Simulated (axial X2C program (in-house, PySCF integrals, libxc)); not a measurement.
**Outer orbitals of CuGa at 2.379 Å, PBE0**

All values were computed with an axial X2C code built on PySCF integrals. Spin-free means the one-electron spin-free X2C Hamiltonian; two-component (2c) means X2C with spin–orbit coupling and atomic mean-field two-electron Coulomb and Gaunt terms, so the difference of the two also holds small scalar two-electron terms. Basis: Ga dyall-cv3z [9s9p7d4f1g], Cu dyall-cv3z [9s9p6d3f2g] (cores contracted in-house); Gaussian nuclei, density fitting, unrestricted open shells. Masses: Ga 68.926 u, Cu 62.930 u.

The distance is close to the 2c PBE0 minimum; the highest filled and lowest empty levels are listed.

Spin-free orbitals, state M_S = 0, Λ = 0 (closed shell) (Löwdin shares):

```
symmetry  occupied  ε (eV)              atomic character
     δ-α       yes  -22.56                     100% Ga d
     δ+α       yes  -22.56                     100% Ga d
     π+α       yes  -22.38                     100% Ga d
     π-α       yes  -22.38                     100% Ga d
      σα       yes  -22.35                     100% Ga d
      σα       yes  -10.52  69% Ga s, 12% Cu s, 10% Cu p
     π-α       yes   -7.16                      97% Cu d
     π+α       yes   -7.16                      97% Cu d
      σα       yes   -7.11    90% Cu d, 5% Ga s, 2% Ga p
     δ+α       yes   -7.02                     100% Cu d
     δ-α       yes   -7.02                     100% Cu d
      σα       yes   -5.01   49% Ga p, 40% Cu s, 5% Ga s
     π-α        no   -1.96   77% Ga p, 20% Cu p, 4% Cu d
     π+α        no   -1.96   77% Ga p, 20% Cu p, 4% Cu d
      σα        no   -1.06  38% Cu p, 28% Cu s, 26% Ga p
     π-α        no    0.59   75% Cu p, 16% Ga p, 7% Ga d
     π+α        no    0.59   75% Cu p, 16% Ga p, 7% Ga d
```

One partner of each degenerate Kramers or spin pair is listed.

Spinors with spin–orbit coupling (state Ω = 0):

| ω | occupied | ε (eV) | atomic character | λ mixture |
| --- | --- | --- | --- | --- |
| 3/2 | yes | -22.80 | 100% Ga d | 89% δ, 11% π |
| 1/2 | yes | -22.64 | 100% Ga d | 64% π, 36% σ |
| 5/2 | yes | -22.39 | 100% Ga d | 100% δ |
| 3/2 | yes | -22.25 | 100% Ga d | 89% π, 11% δ |
| 1/2 | yes | -22.20 | 100% Ga d | 64% σ, 36% π |
| 1/2 | yes | -10.52 | 69% Ga s, 12% Cu s, 10% Cu p | 100% σ |
| 1/2 | yes | -7.31 | 95% Cu d | 69% π, 31% σ |
| 3/2 | yes | -7.24 | 99% Cu d | 55% δ, 45% π |
| 1/2 | yes | -7.03 | 92% Cu d, 3% Ga s, 2% Ga p | 69% σ, 31% π |
| 3/2 | yes | -7.02 | 98% Cu d | 55% π, 45% δ |
| 5/2 | yes | -6.93 | 100% Cu d | 100% δ |
| 1/2 | yes | -5.01 | 49% Ga p, 40% Cu s, 5% Ga s | 100% σ |
| 1/2 | no | -1.99 | 77% Ga p, 20% Cu p, 4% Cu d | 100% π |
| 3/2 | no | -1.93 | 76% Ga p, 20% Cu p, 4% Cu d | 100% π |
| 1/2 | no | -1.06 | 38% Cu p, 28% Cu s, 26% Ga p | 100% σ |
| 1/2 | no | 0.58 | 75% Cu p, 16% Ga p, 7% Ga d | 100% π |

One partner of each degenerate Kramers or spin pair is listed.

Task: How does the gap between the highest filled and lowest empty level change from the spin-free to the 2c table?

Result: From 3.05 to 3.02 eV at PBE0, a change of -0.03 eV.

Mulliken charges and populations of the two-component result (they depend on the basis, above all on diffuse functions):

Ga 0.13 e (s 7.90 p 12.93 d 10.04 f 0.01), Cu -0.13 e (s 7.24 p 12.05 d 9.84).

Occupations by symmetry block were frozen at the best pattern of an incomplete PBE0 search.
